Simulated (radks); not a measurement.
All-electron atom: the platinum ion Pt32+ in [Kr] 4d10.

Method: scalar-relativistic Kohn-Sham, r2SCAN, spin-polarised, spherical densities, finite nucleus; meta-GGA in the generalised Kohn-Sham scheme; Fermi nuclear charge, rms radius 5.427 fm; computed with a radial shooting solver on a logarithmic mesh with Libxc functionals.

Energy parts (Ry):
part                       energy
total                 -35773.4711
kinetic                40005.3363
electron-nucleus      -84595.2808
Hartree                 9428.5677
exchange-correlation    -612.0943

Orbitals (lengths in bohr, moments of r in powers of bohr; <r^-3> diverges for s and p1/2):
| orbital | occ. | eigenvalue (Ry) | <r^-3> |
|---|---|---|---|
| 1s | 2 | -5857.869 | - |
| 2s | 2 | -1104.740 | - |
| 2p | 6 | -969.1369 | 24220 |
| 3s | 2 | -328.4893 | - |
| 3p | 6 | -288.7714 | 5593 |
| 3d | 10 | -245.9175 | 695.3 |
| 4s | 2 | -132.8648 | - |
| 4p | 6 | -118.7320 | 1604 |
| 4d | 10 | -102.0530 | 190.2 |

The highest occupied level is 4d at -1388.5 eV. The electron density at the nucleus is 2.115e+06 e/bohr^3 (large components only). Summed over all electrons, <r^2> = 4.104 bohr^2, which gives a Langevin (diamagnetic) susceptibility term of -3.25 x 10^-6 cm^3/mol.
